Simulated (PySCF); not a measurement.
# [closo-1-(H2O)B12H11]-, charge -1

Geometry (Å), atoms numbered from 1 in this order:
```xyz
26

B    -1.1254   -0.6316    0.1469
B     0.1256   -0.7993    1.3329
B    -1.1477    0.9398   -0.5749
B     1.6787    0.9346   -0.2902
B     0.2070    1.7968    0.1445
B     0.9911    0.7285    1.3158
B     1.2453   -0.4575   -1.2750
B    -0.7566    0.7319    1.1505
B     1.6292   -0.6670    0.4384
B    -0.4991   -0.4611   -1.4620
B     0.2840   -1.5385   -0.2796
B     0.3667    1.0649   -1.4559
O    -2.5409   -1.4290    0.3490
H    -3.2435   -0.8685    0.7166
H    -2.4448   -2.2353    0.8812
H     0.0006   -1.4828    2.3295
H    -2.1695    1.4963   -0.9280
H     2.7839    1.5521   -0.4642
H     0.1963    3.0356    0.2966
H     1.5572    1.1764    2.3315
H     2.0060   -0.8868   -2.1730
H    -1.5048    1.1353    2.0183
H     2.6699   -1.2495    0.8070
H    -1.0668   -0.9056   -2.4430
H     0.2818   -2.7458   -0.4244
H     0.4757    1.7663   -2.4886
```

Total charge -1.

Computed with GIAO BP86/def2-SVP magnetisability, rotational g tensor and spin-rotation constants, non-relativistic, gas phase (PySCF). Geometry: GFN2-xTB.

For an ion the centre-of-mass motion in the field is neglected.

(1) Give the nuclear spin-rotation constants along the inertial axes (H = +C I·J) beside the isotropic shieldings.

Answers

(1) Rotational constants 1.5769, 1.0571, 1.0557 GHz. A star marks the isotopologue with that one atom substituted, in its own axes.
```
atom  isotope  Caa (kHz)  Cbb (kHz)  Ccc (kHz)  mean (kHz)  σ (ppm)
  B1      11B      0.280      0.230      0.230       0.247     99.5
  B2      11B      0.216      0.170      0.170       0.185    127.2
  B3      11B      0.216      0.166      0.166       0.183    128.3
  B4      11B      0.306      0.137      0.136       0.193    128.4
  B5      11B      0.263      0.165      0.165       0.198    123.9
  B6      11B      0.263      0.164      0.164       0.197    124.2
  B7      11B      0.265      0.166      0.166       0.199    123.4
  B8      11B      0.216      0.170      0.170       0.185    127.2
  B9      11B      0.263      0.165      0.165       0.197    123.9
 B10      11B      0.218      0.174      0.173       0.188    125.8
 B11      11B      0.216      0.167      0.166       0.183    128.2
 B12      11B      0.264      0.166      0.166       0.199    123.4
 H14       1H     -0.154     -0.052     -0.052      -0.086     28.0
 H15       1H     -0.155     -0.052     -0.052      -0.086     28.0
 H16       1H     -0.076     -0.038     -0.038      -0.051     29.5
 H17       1H     -0.078     -0.037     -0.037      -0.051     29.5
 H18       1H      0.047     -0.068     -0.068      -0.030     28.8
 H19       1H     -0.066     -0.034     -0.033      -0.044     29.1
 H20       1H     -0.068     -0.033     -0.033      -0.045     29.1
 H21       1H     -0.065     -0.033     -0.033      -0.043     29.0
 H22       1H     -0.076     -0.038     -0.038      -0.051     29.5
 H23       1H     -0.067     -0.033     -0.033      -0.044     29.1
 H24       1H     -0.079     -0.032     -0.032      -0.048     29.2
 H25       1H     -0.078     -0.037     -0.037      -0.051     29.5
 H26       1H     -0.065     -0.033     -0.033      -0.043     29.0
 O13     17O*     -0.111     -0.098     -0.098      -0.102    290.2
```
Where two moments of inertia are equal or nearly so, the constants along those axes are given as their average.
For the geometry as given, no vibrational averaging.
